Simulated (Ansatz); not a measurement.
Basis sets compared for `C=CCCCCCCCCC[SeH]`. Total charge 0; singlet. Geometry PBE-D4/def2-SVP. Ansatz on 4 threads of Arm Neoverse V1 on a shared host; times are rough, and most runs start from earlier orbitals.

```xyz
34

C     0.5431    1.6124    6.0470
C    -0.3541    1.4720    5.0559
C    -0.1583    0.6487    3.8149
C    -0.1485    1.4871    2.5246
C    -0.0096    0.6497    1.2506
C     0.0420    1.4944   -0.0268
C     0.2121    0.6955   -1.3258
C    -0.9950   -0.1732   -1.7029
C    -0.8906   -0.8439   -3.0798
C     0.2127   -1.9062   -3.1885
C     0.2686   -2.5481   -4.5713
Se    1.5975   -4.0019   -4.7543
H     1.5134    1.0877    6.0191
H     0.3455    2.2496    6.9234
H    -1.3154    2.0160    5.1265
H     0.7889    0.0715    3.8933
H    -0.9771   -0.1041    3.7386
H     0.6808    2.2264    2.5819
H    -1.0826    2.0908    2.4678
H     0.9124    0.0281    1.3154
H    -0.8539   -0.0734    1.1993
H    -0.8828    2.1120   -0.0951
H     0.8798    2.2206    0.0627
H     0.4101    1.4039   -2.1608
H     1.1250    0.0644   -1.2434
H    -1.1589   -0.9566   -0.9297
H    -1.9074    0.4633   -1.6843
H    -1.8665   -1.3157   -3.3297
H    -0.7266   -0.0617   -3.8559
H     1.2020   -1.4544   -2.9594
H     0.0539   -2.6946   -2.4208
H    -0.6933   -3.0413   -4.8244
H     0.4648   -1.7984   -5.3641
H     2.7681   -3.1207   -4.5039
```

Binding counts from free atoms (C triplet, Se triplet, H doublet) in the same basis, without a counterpoise term.

```tsv
level	functions	energy (Eh)	HOMO (eV)	LUMO (eV)	binding per atom (eV)	wall time
PBE-D4/def2-SVP	296	-2832.4012	-5.09	-0.56	4.27	6 s
PBE0-D4/def2-SVP	296	-2832.5637	-6.32	0.39	4.23	14 s
```

(1) Estimate the rows for PBE-D4/def2-TZVP, PBE0-D4/def2-TZVP.

## Answers

(1) 
| level | functions | energy (Eh) | HOMO (eV) | LUMO (eV) | binding per atom (eV) | wall time |
| --- | --- | --- | --- | --- | --- | --- |
| PBE-D4/def2-TZVP | 521 | -2833.1554 | -5.28 | -0.83 | 4.23 | 13 s |
| PBE0-D4/def2-TZVP | 521 | -2833.3067 | -6.45 | 0.06 | 4.18 | 33 s |
